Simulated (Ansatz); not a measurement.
Born–Oppenheimer molecular dynamics of CH₆ClGa (9 atoms, charge 0, multiplicity 1). It starts at the highest image of a converged band. Of that band: Neighbouring images differ by up to 1.3 eV, so the band resolves the path poorly. A vibrational analysis at the climbing image gives one clearly imaginary mode, 1011i cm⁻¹: a first-order saddle point.

Computed with Ansatz 0.2.0, RKS CAM-B3LYP/def2-SVP.

```json
{"ensemble": "NVE (velocity Verlet)", "time step": "0.5 fs", "steps asked": "200", "starting velocities drawn for": "300 K", "seed": "9356"}
```

First frame:

```xyz
9
Properties=species:S:1:pos:R:3
Ga -1.003 -0.028 -0.608
Cl -0.928 -1.634 1.337
H -0.954 -0.939 -1.865
H -2.020 1.077 -0.215
H 0.109 -0.687 0.824
C 0.919 0.422 0.128
H 1.726 -0.291 0.365
H 1.230 0.854 -0.841
H 0.920 1.226 0.876
```

Problem. What does the run give?

Solution. The run went to its last step.

```yaml
steps_done: 200
time_covered: 100 fs
mean_temperature_over_the_second_half: 1754 K
spread_of_the_potential_energy_over_the_second_half: 16.2 meV per atom
mean_potential_energy_of_the_second_half_above_the_start: -146.3 meV per atom
```

The conserved energy stayed within 0.68 meV per atom of its start (net change -0.34 meV per atom), so the integration is sound. The kinetic energy rose, since the run started high on the potential surface and went downhill. It ends in pieces (CH4 + ClGaH2), so much of that is their flight and rotation, not heat. A run of 0.1 ps of so small a system gives no equilibrium averages. The orbitals stay closed-shell, which can raise the energy where a bond breaks towards radicals; this wasn't checked here.

Problem. What happens to the structure?

Solution. Between its relaxed ends the band would form Ga1–C6, Cl2–H5 and break Ga1–Cl2, H5–C6. These pairs go: Ga1–C6 2.11 → 4.72 Å, Cl2–H5 1.50 → 6.08 Å, Ga1–Cl2 2.52 → 2.42 Å, H5–C6 1.54 → 1.19 Å. In the last frame they stand as before the step (other bonds may differ from the relaxed reactants and products). It ends as CH4 + ClGaH2. Pairs count as bonded within 1.25 times the sum of covalent radii (0.12 Å more for H–H). Another seed would give other details.

Problem. How do temperature and energy run in time?

Solution. 
```csv
time (fs),T (K),potential energy less start (eV),conserved less start (meV/atom)
0,300,0.000,0.00
5,145,0.141,0.07
10,228,0.065,0.05
15,684,-0.350,-0.28
20,938,-0.581,-0.45
25,958,-0.594,0.13
30,1088,-0.708,0.54
35,1358,-0.955,0.15
40,1754,-1.316,-0.05
45,1960,-1.502,-0.01
50,2210,-1.734,-0.64
55,1844,-1.398,-0.20
60,1665,-1.237,-0.27
65,1708,-1.276,-0.27
70,1657,-1.227,0.05
75,1900,-1.450,-0.23
80,1747,-1.308,0.11
85,1942,-1.487,-0.17
90,1794,-1.352,-0.10
95,1633,-1.207,-0.14
100,1590,-1.170,-0.34
```

Time of the run: 6.3 min on 2 threads of Intel(R) Xeon(R) Platinum 8488C (Sapphire Rapids), on a shared host, peak memory 0.25 GiB.
